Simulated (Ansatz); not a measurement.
## A family of molecules: the atomisation energy (no zero-point term)

One atom is swapped for its congeners: C2H6S2 `CSSC`; CH6S2Si `CSS[SiH3]`; CH6GeS2 `CS[S][GeH3]`. All are singlets with charge 0.

Shapes, held fixed at every level: PBE0-D4/def2-TZVP. Flexible molecules stand in one conformer, not always the lowest. Programs: Ansatz 0.2.0. Values in eV.

```json
{"level": "HF/def2-TZVPP", "C2H6S2": "26.10", "CH6S2Si": "23.99", "CH6GeS2": "22.59"}
{"level": "PBE-D4/def2-TZVPP", "C2H6S2": "36.94", "CH6S2Si": "33.40", "CH6GeS2": "32.14"}
{"level": "r2SCAN-D4/def2-TZVPP", "C2H6S2": "36.30", "CH6S2Si": "33.16", "CH6GeS2": "31.91"}
{"level": "r2SCAN0-D4/def2-TZVPP", "C2H6S2": "35.83", "CH6S2Si": "32.78", "CH6GeS2": "31.50"}
{"level": "B2PLYP/def2-TZVPP", "C2H6S2": "35.62", "CH6S2Si": "32.47", "CH6GeS2": "31.17"}
{"level": "CCSD/def2-TZVPP", "C2H6S2": "34.51", "CH6S2Si": "31.55", "CH6GeS2": "30.42"}
{"level": "CCSD(T)/def2-TZVPP", "C2H6S2": "35.07", "CH6S2Si": "32.05", "CH6GeS2": "30.94"}
```

At CCSD(T)/def2-TZVPP the atomisation energy falls at every step, from 35.07 to 30.94 eV. Every level shows the same order. Relativity is left out for Ge unless named. Correlated rows may include outer-core shells of Ge, which these sets cover unevenly. Spin-orbit coupling, which grows down the group, is left out (summed over each molecule's free atoms 0.06, 0.07, 0.17 eV).
